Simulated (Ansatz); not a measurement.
Molecule: CH₆NSi, charge 0, multiplicity 2. It need not be the lowest isomer of its formula. SMILES: C[SiH2][NH]
Structure (B3LYP-D3(BJ)/def2-TZVP (Ansatz, a quantum-chemistry and plane-wave program) minimum search):
```xyz
9

C     -1.5515     0.1660     0.1607
Si     0.2217    -0.4058     0.1711
N      1.2384     0.7999    -0.6019
H     -1.6542     1.1109     0.6974
H     -2.2025    -0.5700     0.6374
H     -1.9005     0.3187    -0.8622
H      0.3650    -1.6954    -0.5607
H      0.7009    -0.6151     1.5661
H      2.2268     0.5366    -0.6243
```
Charge 0, spin multiplicity 2.

Wanted: atomisation energy (electronic, to ground-state atoms), in kcal/mol. Correlated levels leave the core frozen unless marked. UHF or UKS for open shells. No spin-orbit coupling. No relativistic terms. The coupled-cluster limit lacks core correlation, which all-electron functionals hold. Basis-set limits of correlation are two-point, X^-3; Hartree-Fock from the larger set.

| level | program | atomisation energy (kcal/mol) | minus last row |
|---|---|---|---|
| HF/def2-TZVPP | Ansatz | 522.2 | -183.9 |
| revPBE/def2-TZVPD | Ansatz | 689.5 | -16.6 |
| RPA@PBE/cc-pV(Q+d)Z | Ansatz | 674.7 | -31.4 |
| RI-MP2/aug-cc-pV(Q+d)Z | Ansatz | 698.3 | -7.8 |
| CCSD(T)/aug-cc-pV(Q+d)Z | Ansatz | 700.2 | -5.9 |
| CCSD(T)/CBS(def2-TZVPP,def2-QZVPP) | Ansatz | 705.8 | -0.3 |
| CCSD(T)/CBS(aug-cc-pV(T+d)Z,aug-cc-pV(Q+d)Z) | Ansatz | 706.1 | 0.0 |
